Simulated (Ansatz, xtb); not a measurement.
Molecule: CTa (charge 0, doublet). The spin state was set by rule; other spins were not relaxed. SMILES: [C][Ta]
Coordinates optimised at B3LYP-D3(BJ)/def2-TZVP (Ansatz, an electronic-structure program):
```xyz
2

Ta     0.0000     0.0000    -0.1333
C      0.0000     0.0000     1.6222
```
Charge 0, spin multiplicity 2.

Harmonic wavenumbers from GFN2-xTB (xtb, at its own minimum), cm⁻¹: 792.

Question: Give the harmonic wavenumbers at B3LYP-D3(BJ)/def2-TZVP (Ansatz, finite differences of forces, unscaled).

Answer: 896 cm⁻¹. Zero-point energy 1.3 kcal/mol.

Question: From these and the geometry, give the ideal-gas thermochemistry at 298.15 K and 1 atm (rigid rotor, harmonic oscillator).

Answer: Point group C∞v, rotational symmetry number 1. Rotational constants 14.56, 14.56 GHz. S(trans) 41.68, S(rot) 14.02, S(vib) 0.14, S(elec, spin only) 1.38, S 57.2 cal/(mol K). H(298) - H(0) 2.11 kcal/mol; G - E(el) -13.7 kcal/mol.
